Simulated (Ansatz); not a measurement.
H₂BI₂N, SMILES `IB(N)I` with one electron removed (charge 1, multiplicity 2), frozen-core CCSD(T)/def2-TZVPP // r2SCAN-D4/def2-TZVP (Ansatz, a quantum-chemistry and plane-wave program). The calculation was stopped at its time limit.

Ansatz 0.2 input:
```yaml
crystal:
  periodic: [false, false, false]
  atoms:
    - { symbol: N, position_ang: [-0.863554, -0.042374, 0.011748] }
    - { symbol: B, position_ang: [0.518134, 0.025359, -0.007125] }
    - { symbol: I, position_ang: [1.484607, 1.933704, -0.167894] }
    - { symbol: I, position_ang: [1.670782, -1.778989, 0.124562] }
    - { symbol: H, position_ang: [-1.447301, 0.777256, -0.047428] }
    - { symbol: H, position_ang: [-1.362669, -0.914957, 0.086136] }
basis:
  gaussian: { orbitals: def2-TZVPP }
correlation:
  method: ccsd_t
total_charge: 1
magnetization:
  spin_polarized: true
  initial_magnetization: 1
```

The last lines of the output:

```
mean field evaluation 224: about -18324.9224 eV, gradient 2.9e-2 eV
mean field evaluation 256: about -18321.5178 eV, gradient 8.2e0 eV
mean field evaluation 288: about -18324.3042 eV, gradient 5.5e-1 eV
mean field evaluation 320: about -18324.5937 eV, gradient 2.1e-2 eV
mean field evaluation 352: about -18322.9530 eV, gradient 7.4e-1 eV
mean field evaluation 384: about -18320.2045 eV, gradient 5.5e-2 eV
mean field evaluation 416: about -18324.5937 eV, gradient 1.8e-3 eV
mean field evaluation 448: about -18321.9080 eV, gradient 2.5e-2 eV
mean field evaluation 480: about -18322.8925 eV, gradient 9.4e-1 eV
mean field evaluation 512: about -18324.9225 eV, gradient 5.5e-4 eV
mean field -18325.11731406 eV, -673.4356400810 hartree, gradient 1.8e-6 eV, S^2 0.763120; 20 other end points of the search recorded, 0 dependent functions left out
determinant -18325.11731406 eV, -673.4356400810 hartree, with singles and doubles -18358.65757068 eV, -674.6682217774 hartree
determinant -18325.11728268 eV, -673.4356389280 hartree, with singles and doubles -18358.65755936 eV, -674.6682213613 hartree
determinant -18324.95682674 eV, -673.4297422809 hartree, with singles and doubles -18358.75521133 eV, -674.6718100053 hartree
determinant -18324.92247425 eV, -673.4284798500 hartree, with singles and doubles -18358.35938752 eV, -674.6572637485 hartree
determinant -18324.92239054 eV, -673.4284767738 hartree, with singles and doubles -18358.35930871 eV, -674.6572608523 hartree
determinant -18324.59367460 eV, -673.4163966858 hartree, with singles and doubles -18358.35194411 eV, -674.6569902083 hartree
determinant -18324.37407271 eV, -673.4083264651 hartree, with singles and doubles -18358.04179298 eV, -674.6455923643 hartree
determinant -18323.96293802 eV, -673.3932175441 hartree, with singles and doubles -18357.85941531 eV, -674.6388901085 hartree
determinant -18322.89980425 eV, -673.3541480987 hartree, with singles and doubles -18356.59298572 eV, -674.5923496797 hartree
determinant -18321.90792100 eV, -673.3176970615 hartree, with singles and doubles -18355.83468067 eV, -674.5644824832 hartree
determinant -18325.11731406 eV, -673.4356400810 hartree, with singles and doubles -18358.57141051 eV, -674.6650554497 hartree
determinant -18325.11728268 eV, -673.4356389280 hartree, with singles and doubles -18358.57139937 eV, -674.6650550402 hartree
determinant -18324.95682674 eV, -673.4297422809 hartree, with singles and doubles -18358.66839296 eV, -674.6686194889 hartree
```
